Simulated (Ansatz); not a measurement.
Program: Ansatz. Geometries: PBE0-D4/def2-TZVP. ΔE: electronic, gas phase. CCSD(T)/CBS adds triple-zeta CCSD(T) − MP2 to the extrapolated MP2 energy (def2 sets, frozen cores). This one scheme is used for every species. DFT in def2-TZVPP. def2 core potentials past Kr. For I, Ti outer-core shells are correlated without core-valence functions, which leaves a few kJ/mol of doubt a bond. Scalar relativity is left out up to krypton. Each species was taken in one conformer, which may not be the lowest.

Reaction (ligand exchange at a Ti–O bond): `[OH][Ti]([OH])([OH])[OH]` + HI → `[OH][Ti]([OH])([OH])[I]` + H₂O

```
             level  ΔE (kcal/mol)
         revPBE-D4           -7.3
RPA@PBE/def2-TZVPP           -6.2
```

Task: What does CCSD(T)/CBS give? (Best estimate.)

Result: Computed: -8.9 kcal/mol. The listed levels differ from it by 1.6, 2.7 kcal/mol.

Task: What do rigid-rotor, harmonic-oscillator terms from PBE0-D4/def2-TZVP frequencies (298.15 K, 1 bar) make of the CCSD(T)/CBS value? (Estimate.)

Result: The calculation gave: ΔZPE = +2.4 kcal/mol, ΔH = -6.2 kcal/mol, ΔS = 15 J/(mol·K), ΔG = -7.2 kcal/mol.

Largest T1 diagnostic among the species: 0.024, so the coupled-cluster value is less sure than usual.

In def2-TZVPP, CCSD(T) changes the Hartree–Fock value by −2.2 kcal/mol (the triples alone add −1.8 kcal/mol) and MP2 by −5.8 kcal/mol. From PBE to PBE0 (25 % exact exchange), in def2-TZVPP and without D4, ΔE moves by −0.9 kcal/mol.
